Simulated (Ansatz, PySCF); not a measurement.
Species: CH₄BO, net charge 0, doublet state. It need not be the lowest isomer of its formula. 
Structure (B3LYP-D3(BJ)/def2-TZVP (Ansatz, a program for electronic structure) minimum search):
SMILES: BO[CH2]
```xyz
7

B      1.2306     0.0706    -0.2622
O      0.0686    -0.2969     0.3394
C     -1.1524     0.1586    -0.0189
H      2.2268    -0.4166     0.1661
H      1.2045     0.8466    -1.1714
H     -1.9842    -0.2216     0.5496
H     -1.2344     0.8625    -0.8352
```
Charge 0, spin multiplicity 2.

Quantity: atomisation energy (electronic, to ground-state atoms), in eV. Correlated levels leave the core frozen unless marked. Open shells are spin-unrestricted. Spin-orbit coupling is left out. Non-relativistic. The coupled-cluster limit lacks core correlation, which all-electron functionals hold. CBS marks a two-point X^-3 extrapolation of the correlation energy; Hartree-Fock from the larger set. [CCSD(T)-MP2]/basis is that difference in the basis named.

```json
[
 {"level": "revPBE-D4/def2-TZVPD", "program": "Ansatz + dftd4", "atomisation energy (eV)": "26.52"},
 {"level": "revPBE/def2-TZVPD", "program": "Ansatz", "atomisation energy (eV)": "26.24"},
 {"level": "M06-L/def2-TZVPD", "program": "PySCF", "atomisation energy (eV)": "26.53"},
 {"level": "TPSSh/def2-TZVPD", "program": "PySCF", "atomisation energy (eV)": "[?]"},
 {"level": "PW6B95/def2-TZVPD", "program": "PySCF", "atomisation energy (eV)": "26.64"},
 {"level": "SCS-MP2/cc-pVTZ", "program": "Ansatz", "atomisation energy (eV)": "26.16"},
 {"level": "RI-MP2/CBS(aug-cc-pVTZ,aug-cc-pVQZ)+[CCSD(T)-MP2]/aug-cc-pVTZ", "program": "Ansatz", "atomisation energy (eV)": "[?]"}
]
```

Q: Some entries are withheld; supply them.

A: 
- TPSSh/def2-TZVPD, atomisation energy (eV): 26.76
- RI-MP2/CBS(aug-cc-pVTZ,aug-cc-pVQZ)+[CCSD(T)-MP2]/aug-cc-pVTZ, atomisation energy (eV): 26.49
